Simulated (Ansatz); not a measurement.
Computed with Ansatz (an electronic-structure program) with frozen-core CCSD(T)/cc-pVTZ // PBE0-D4/def2-TZVP.

Ansatz 0.2 input:
```yaml
crystal:
  periodic: [false, false, false]
  atoms:
    - { symbol: F, position_ang: [-1.140796, -1.293044, -0.536191] }
    - { symbol: Ga, position_ang: [-0.012295, 0.008414, -0.47347] }
    - { symbol: F, position_ang: [1.666857, -0.294809, -0.717014] }
    - { symbol: F, position_ang: [-0.561853, 1.612563, -0.163764] }
basis:
  gaussian: { orbitals: cc-pVTZ }
correlation:
  method: ccsd_t
```

Output:

```
Functional definition: HF
862 factors; integrals over basis functions are off by at most 9.7e-4 eV
mean field evaluation 1: about -60456.0052 eV, gradient 4.8e1 eV
mean field evaluation 2: about -60456.0739 eV, gradient 4.8e1 eV
mean field evaluation 4: about -60459.4945 eV, gradient 1.5e0 eV
mean field evaluation 8: about -60459.5132 eV, gradient 1.2e-1 eV
mean field evaluation 16: about -60457.9449 eV, gradient 3.5e1 eV
mean field -60459.51326308 eV, -2221.8461314881 hartree, gradient 1.9e-6 eV, S^2 0.000000; 0 other end points of the search recorded, 0 dependent functions left out
12 core orbitals not correlated
reference -60459.51326308 eV, -2221.8461314881 hartree; 17, 17 occupied and 104, 104 virtual orbitals, 862 factors
second order -24.81175068 eV of doubles, -0.00000000 eV of singles
cycle   1  -23.90025897 eV  change    9.1e-1 eV  update   1.2e-1
cycle   2  -24.47560740 eV  change   -5.8e-1 eV  update   3.6e-2
cycle   3  -24.60009143 eV  change   -1.2e-1 eV  update   1.8e-2
cycle   4  -24.58127050 eV  change    1.9e-2 eV  update   4.5e-3
cycle   5  -24.57556866 eV  change    5.7e-3 eV  update   1.5e-3
cycle   6  -24.57682857 eV  change   -1.3e-3 eV  update   4.9e-4
cycle   7  -24.57674901 eV  change    8.0e-5 eV  update   1.3e-4
cycle   8  -24.57659327 eV  change    1.6e-4 eV  update   3.9e-5
cycle   9  -24.57660811 eV  change   -1.5e-5 eV  update   1.1e-5
perturbative correction -0.81249940 eV, -0.0298588023 hartree
Total energy: -60484.90237059 eV, -2222.7791639799 hartree
```

Cost: very roughly 24 core-seconds.
